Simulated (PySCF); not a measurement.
The multiplicity is imposed and other spin states were not computed.

Cartesian coordinates (Å):
```xyz
6

Cd    -0.1730    -0.0995     0.0547
C      0.6040    -0.5972     1.9329
H      1.3927     0.1170     2.2103
H      1.0296    -1.6107     1.9035
H     -0.1947    -0.5635     2.6880
Cl    -1.0253     0.4490    -2.0097
```
Charge 0, multiplicity 1.

Question: What is the computed HOMO–LUMO gap, total energy and HOMO (TPSSh-D3(BJ)/def2-TZVP // r2SCAN-D4/def2-SVP (PySCF))?

Answer: 
```json
{
 "HOMO–LUMO gap": "6.38 eV",
 "total_energy": "-18174.76 eV",
 "HOMO": "-7.57 eV"
}
```
